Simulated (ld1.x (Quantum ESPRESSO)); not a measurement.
## Co: variants of one TM potential

Base potential:

- Element: Co (Z = 27)
- Generator: ld1.x (Quantum ESPRESSO) 7.5
- Type: norm-conserving Troullier–Martins (Kleinman–Bylander form)
- Functional: BLYP
- Relativity: scalar-relativistic
- Frozen core: [Ne]
- Valence charge: 17
- Reference configuration: 3s2 3p6 3d8 4s1 4p0
- Partial waves: 3p (bound): rc 0.85 bohr; 3d (bound): rc 0.80 bohr; 3s (bound): rc 1.10 bohr
- Local potential: the s channel
- Core correction: none

Occupied shells without a wave of their own: 4s. They enter only through the test configuration that unscreens the potential.

Cutoffs, loose and tight: the cutoffs (Ry, on a coarse ladder) from which the occupation-weighted sum of valence levels, in a spherical-Bessel basis at the reference potential, stays within 10 and 1 mRy of its value at 400 Ry. They do not see the model core or the augmentation charge, which bear on the density cutoff. Test errors are all-electron minus pseudo excitation energies from the reference, over the configurations 3s2 3p6 3d7 4s2 4p0; 3s2 3p6 3d7 4s1 4p0; 3s2 3p6 3d7 4s0 4p0; 3s2 3p6 3d7 4s1.5 4p0; 3s2 3p6 3d7 4s0 4p1; 3s2 3p6 3d7 4s1 4p1; 3s2 3p5 3d7 4s2 4p0. A dash means not determined; rows that change the core or the reference have their own tests. The largest error is taken over the tests solved by every variant that gives reliable tests at all: 3s2 3p5 3d7 4s2 4p0; 3s2 3p6 3d7 4s0 4p0; 3s2 3p6 3d7 4s0 4p1; 3s2 3p6 3d7 4s1 4p1; 3s2 3p6 3d7 4s1.5 4p0; 3s2 3p6 3d7 4s2 4p0.

```tsv
change	outcome	cutoff, loose	cutoff, tight	bound ghosts	largest test error (meV)
base	generated, misses its reference levels by 0.36 eV	300 Ry	over 300 Ry	none	+921
wave 3s (bound): rc 1.10 bohr becomes 3s (bound): rc 0.92 bohr	generated	300 Ry	over 300 Ry	none	+261
wave 3s (bound): rc 1.10 bohr becomes 3s (bound): rc 1.12 bohr	generated, misses its reference levels by 0.36 eV	300 Ry	over 300 Ry	none	+921
wave 3s (bound): rc 1.10 bohr becomes 3s (bound): rc 1.48 bohr	generated, misses its reference levels by 1.42 eV	300 Ry	over 300 Ry	none	+3075
```

**Question.** What comes out with this change to the base: wave 3s (bound): rc 1.10 bohr becomes 3s (bound): rc 1.58 bohr?

**Answer.** outcome: generated, misses its reference levels by 1.63 eV; cutoff, loose: 300 Ry; cutoff, tight: over 300 Ry; bound ghosts: none; largest test error (meV): -3359.

**Question.** What comes out with this change to the base: wave 3s (bound): rc 1.10 bohr becomes 3s (bound): rc 0.76 bohr?

**Answer.** outcome: generated; cutoff, loose: 300 Ry; cutoff, tight: over 300 Ry; bound ghosts: none; largest test error (meV): +92.

**Question.** What comes out with this change to the base: wave 3s (bound): rc 1.10 bohr becomes 3s (bound): rc 1.32 bohr?

**Answer.** outcome: generated, misses its reference levels by 0.89 eV; cutoff, loose: 300 Ry; cutoff, tight: over 300 Ry; bound ghosts: none; largest test error (meV): +2104.

Reading the sweep of the s radius (base included, trends over the rows without a ghost): The loose cutoff stays near 300 Ry. The median size of the test errors (rows with all tests solved) rises from 54.7 meV at 0.76 to 2019.2 meV at 1.58 bohr. More of the atom is replaced by a form fitted at one configuration, so other configurations suffer as the radius grows.
